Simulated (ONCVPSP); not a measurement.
Scattering properties, ONCV potential for Co

```
Element                 : cobalt (Co)
Generator               : ONCVPSP 4.0.1
Type                    : optimised norm-conserving Vanderbilt (ONCV)
Functional              : LDA (Perdew-Wang 92)
Relativity              : scalar-relativistic
Frozen core             : [Ar]
Valence charge          : 9
Reference configuration : 3d8 4s1
Partial waves           : 4s: rc 2.65 bohr, ncon 5, nbas 9, qcut 2.1 1/bohr, 2 projectors, debl 1.7 Ha; p scattering state at 0.34 Ha: rc 2.10 bohr, ncon 4, nbas 7, qcut 4.7 1/bohr, 1 projector; 3d: rc 0.85 bohr, ncon 4, nbas 8, qcut 13.4 1/bohr, 2 projectors, debl 2.6 Ha
Local potential         : polynomial inside 0.70 bohr (lpopt 3, dvloc0 1 Ha)
Core correction         : polynomial model core, fcfact 0.25
```

The phase is arctan(r·R′/R) of the radial function R(r), unwrapped; energies in Ha, scanned from -2 to 5 Ha. A pole is an energy at which the radial function vanishes at the test radius. The pseudo phase is shifted by a multiple of π to meet the all-electron one at the reference energy, and phase errors are pseudo minus all-electron; the curves can meet again beyond the range given. Levels narrower than the energy grid can be missing from the lists of poles.

Task: For each channel, where are the poles, and over which energies does the pseudopotential scatter like the atom?

Result:

```csv
channel,radius (bohr),reference energy (Ha),"poles, all-electron","poles, pseudo",unbroken range about the reference energy with phases within 0.05 rad,phase error 1 Ha above the reference energy (rad)
s,2.69,-0.17,"0.62, 4.32","0.62, 3.91",below 4.1,-0.000
p,2.13,0.34,2.39,"-1.61, 2.19",-1.5 to 2.7,-0.011
d,0.86,-0.17,4.17,4.17,the whole range,+0.000
```

Note: ghosts flagged at negative energy: s at -111.6 eV, p at -44.2 eV; no localised positive-energy state flagged. A true bound ghost makes a file unfit for plane-wave use.

Phases in the p channel:

```csv
E (Ha),all-electron,pseudo
-1.98,1.329,4.358
-1.62,1.247,1.706
-1.26,1.171,1.178
-0.90,1.063,1.058
-0.54,0.873,0.865
-0.18,0.472,0.464
0.18,-0.288,-0.289
0.54,-0.916,-0.917
0.90,-1.210,-1.216
1.26,-1.359,-1.369
1.62,-1.450,-1.465
1.98,-1.514,-1.535
2.34,-1.564,-1.595
2.70,-1.609,-1.657
3.06,-1.655,-1.736
3.42,-1.708,-1.864
3.78,-1.778,-2.173
4.14,-1.891,-3.261
4.50,-2.129,-4.165
4.86,-2.826,-4.415
```
